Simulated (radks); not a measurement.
Q: These are the eigenvalues of the occupied orbitals of an atom or ion with whole-number occupations (eV). Method: non-relativistic Kohn-Sham, LB94 model potential, spin-polarised, spherical densities, point nucleus; computed with a radial shooting solver on a logarithmic mesh with Libxc functionals.

1s: -28149.67
2s: -4209.751
2p: -3946.365
3s: -857.7415
3p: -747.8812
3d: -543.5642
4s: -174.6612
4p: -138.3620
4d: -78.1894

Which element is it, and in what charge state? The configuration may be excited. Open shells, if any, are filled with parallel spins first.

A: Z = 50, tin, charge +4: Sn4+ in [Kr] 4d10. The list shows which subshells hold electrons but not how many an open one holds; the 1s level, -1034.5 hartree, gives Z - s = 45.5 by -(Z - s)^2/2, which with screening narrows Z to a few neighbours, and the depths of the outer levels then fix element, charge and occupations together.
